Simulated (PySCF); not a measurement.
B(Br)2(NH2) (BBr2H2N), SMILES NB(Br)Br. Heavy atoms are numbered as in [B:1]([Br:2])([Br:3])[NH2:4]. Hydrogens are named by the atom that carries them.

Geometry: B3LYP-D3(BJ)/def2-SVP. One conformer was computed; it need not be the lowest.

Method: PBE0/pcSseg-1 (PySCF).

GIAO shieldings, no solvent; atoms alike by connectivity are averaged. δ = σ(ref) − σ: ¹¹B against BF3 (σ = 88.8 ppm); ¹⁵N against NH3 (σ = 267.4 ppm); ¹H against TMS (σ = 31.56 ppm), references at their B3LYP-D3(BJ)/def2-TZVP geometries, non-relativistic (without spin–orbit terms, shifts of atoms bonded to Cl or Br come out too high).

| nucleus | atoms | count | δ (ppm) |
|---|---|---|---|
| ¹¹B | B1 | 1 | 29.5 |
| ¹⁵N | N4 (NH2) | 1 | 121.1 |
| ¹H | H on N4 | 2 | 4.51 |
